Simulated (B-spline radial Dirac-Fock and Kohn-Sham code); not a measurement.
## Relativistic shifts of the levels of Tm⁶³⁺

System: the Tm⁶³⁺ ion, configuration 1s2 2s2 2p2.

Both columns are ΔSCF binding energies of the configuration average from a radial B-spline solver: non-relativistic Hartree-Fock with a point nucleus, and Dirac-Fock with a finite nucleus and the Coulomb interaction alone, averaged over the two j levels with weights 2j+1.

```csv
shell,Hartree-Fock (eV),Dirac-Fock (eV),shift (eV),shift (%)
1s,62023.6,66442.9,+4419.33,+7.13
2s,14642.2,15953.7,+1311.52,+8.96
2p,14470.7,15007.4,+536.66,+3.71
```

Relativity binds 1s, 2s, 2p more strongly, among those listed most of all 2s in relative terms.

Values without a named source are computed, but for edge energies of neutral atoms, which are taken from tables.
